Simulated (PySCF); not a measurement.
Isomers of C9H14O, one conformer each; single-point electronic energies without zero-point terms and without any empirical dispersion term.

Level: PBE0/pcSseg-1 in PySCF, non-relativistic, each on one gas-phase PBE0-D3(BJ)/def2-SVP geometry that isn't relaxed in the solvent. The solvent is an IEF-PCM continuum (Bondi radii, 1.10 Å for H, scaled by 1.2). The model holds no explicit solvent molecules, cavitation or dispersion.

| isomer | relative energy, gas (kcal/mol) | dipole (D) |
| --- | --- | --- |
| `CC1=CC(=O)CC(C)(C)C1` (isophorone) | 0.0 | 4.33 |
| `CC1(C)[C@@H]2CCC(=O)[C@H]1C2` (nopinone) | 12.8 | 3.27 |

**Question.** How do the relative energies look in chloroform (ε = 4.711)?

**Answer.** 
```csv
isomer,"relative energy, solvent (kcal/mol)",E(solvent) − E(gas) (kcal/mol),dipole in solvent (D)
`CC1=CC(=O)CC(C)(C)C1` (isophorone),0.0,-4.9,5.51
`CC1(C)[C@@H]2CCC(=O)[C@H]1C2` (nopinone),13.7,-4.0,4.02
```

The order is unchanged. Conformers: `[CH3:1][C:2]1=[CH:3][C:4](=[O:5])[CH2:6][C:7]([CH3:8])([CH3:9])[CH2:10]1` with C2–C3–C4–O5 -177°, C3–C4–C6–C7 -34°, C4–C6–C7–C8 -66°, C6–C7–C10–C2 -48°. `CC1=CC(=O)CC(C)(C)C1` (isophorone) gains most from the continuum, and it has the largest gas-phase dipole. The gains span 0.9 kcal/mol, the gas-phase energies 12.8 kcal/mol.
